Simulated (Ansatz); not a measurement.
Tl₂H₂⁻. Charge -1, multiplicity 2. Geometry r2SCAN-D4/def2-TZVPD; atoms count from 1.

```tsv
atom	x (Å)	y (Å)	z (Å)
Tl1	0.8092	-0.4777	0.0647
Tl2	-1.3198	-0.1313	-1.8715
H3	-1.0135	0.6364	0.0657
H4	1.5241	-0.0274	1.7411
```

In the def2 sets Tl takes a core potential; there is no spin–orbit coupling. The highest occupied level of the charge -1 doublet lies above zero (up to 0.39 eV). The electron is either unbound and held by the finite basis, or the level is raised by self-interaction error. Another isomer (doublet) lies 0.32 eV lower at PBE0-D4/def2-TZVPD; other spin states weren't run for this one.

Q: Estimate the Mulliken populations from the PBE0/def2-TZVPD orbitals of Ansatz.

A: 
```tsv
atom	charge (e)	spin (α − β)
Tl1	-0.22	0.44
Tl2	-0.30	0.63
H3	-0.21	-0.04
H4	-0.27	-0.03
```
Mulliken values depend strongly on the basis. With diffuse functions, as here, like atoms can get unlike values, and bond orders can come out too low or too high.

Q: Where does the spin sit?

A: Summed by element: Tl 1.07, H -0.07, of 1 unpaired in all. Largest on single atoms: Tl2 0.63, Tl1 0.44, H3 -0.04.

Q: And the Mayer bond orders between heavy atoms (over 0.3)?

A: Tl1–Tl2 1.12 (2.90 Å).
